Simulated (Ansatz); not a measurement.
`C[Se][GaH2]` + `C[NH][GeH3]` → `[GaH2][SeH]` + `C[NH][GeH2][CH3]` at 298.15 K and 1 bar (redistribution).

Program: Ansatz. Geometries: PBE0-D4/def2-TZVP. ΔE: electronic, gas phase. CCSD(T)/CBS is the MP2 limit (def2-TZVPP, def2-QZVPP) plus CCSD(T) − MP2 in def2-TZVPP, frozen cores. For Ga, Ge, Se outer-core shells are correlated without core-valence functions, which leaves a few kJ/mol of doubt a bond. Scalar relativity is left out up to krypton. One conformer a species, not always the lowest.

```csv
species,CCSD(T)/CBS energy (Eh),H − E (kJ/mol),S (J/(mol·K))
`C[Se][GaH2]`,-4365.72567,153.6,336.2
`C[NH][GeH3]`,-2173.06430,220.1,309.9
`[GaH2][SeH]`,-4326.46797,70.5,291.2
`C[NH][GeH2][CH3]`,-2212.33836,301.0,350.7
```

H − E and S are ideal-gas, rigid-rotor, harmonic terms from PBE0-D4/def2-TZVP, for one conformer and one mirror image of each species. 1 Eh = 2625.50 kJ/mol, R = 8.31446 J/(mol·K).

Task: By hand: ΔE, ΔH, ΔS and ΔG.

Result: ΔE = (-4326.46797) + (-2212.33836) − (-4365.72567) − (-2173.06430) = -0.01636 Eh = -43.0 kJ/mol. Δ(H − E) = 70.5 + 301.0 − 153.6 − 220.1 = -2.2, so ΔH = -45.2 kJ/mol. ΔS = 291.2 + 350.7 − 336.2 − 309.9 = -4.2 J/(mol·K). ΔG = -45.2 − 298.15 × (-4.2)/1000 = -43.9 kJ/mol.

Task: By hand: the equilibrium constant, and the temperature at which ΔG would vanish if ΔH and ΔS stayed fixed.

Result: log₁₀ K = −ΔG/(RT ln 10) = 7.7. ΔG = 0 at ΔH/ΔS = 10762 K, far beyond where these terms or the molecules hold.

The number of gas molecules stays the same, so ΔS is small and ΔH decides. A doubt of 5 kJ/mol in ΔE shifts log₁₀ K by 0.9 here. Other conformers and mirror images would add mixing entropy, several J/(mol·K) or more a flexible species. These are equilibria of isolated gas molecules and say nothing of rates. Largest T1 diagnostic: 0.012 (customary marks: 0.02 for closed shells, 0.045 for open ones).
